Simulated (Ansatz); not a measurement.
The first iterations of a band of CH2BOSi (6 atoms, charge -1, multiplicity 1).

Level of theory: Ansatz 0.2.0, RKS BLYP-D4/def2-SVP.

- movable images: 4
- climbing image: no
- spring: 5.0 eV/Å²
- optimiser: quadratic models (default)
- start path: through a guess of the saddle point
- force threshold: 0.05 eV/Å
- iteration limit: 60
- end points: relaxed

Image 0:

```xyz
6
Properties=species:S:1:pos:R:3
O -1.128 -2.456 0.101
Si -0.608 -0.967 0.018
C 0.841 0.081 0.106
B -0.377 0.930 -0.148
H 1.924 0.298 0.231
H -0.652 2.114 -0.308
```

Image 5:

```xyz
6
Properties=species:S:1:pos:R:3
O -1.131 -1.963 0.050
Si -0.720 -0.446 -0.052
C 0.875 0.349 0.083
B 1.049 1.803 -0.044
H 1.758 -0.295 0.270
H -1.832 0.553 -0.307
```

| iteration | highest image above the first end (eV) | largest band force component (eV/Å) |
| --- | --- | --- |
| 1 | 2.949 | 5.448 |
| 2 | 2.121 | 2.782 |

Problem. Does the band converge within its limit, and where does its top end?

Solution. The forces met the threshold. It ended after 7 iterations with the highest image 1.824 eV above the first end. No image climbed, so the highest image needn't sit at the top of the path. The orbitals stay closed-shell, which can raise the energy where a bond breaks towards radicals; this wasn't checked here. Limits of this set-up: an anion without diffuse functions, the dipole of an ion depends on the origin.

Time of the run: 46 s on 1 thread of Arm Neoverse V2, on a shared host, peak memory 0.12 GiB.
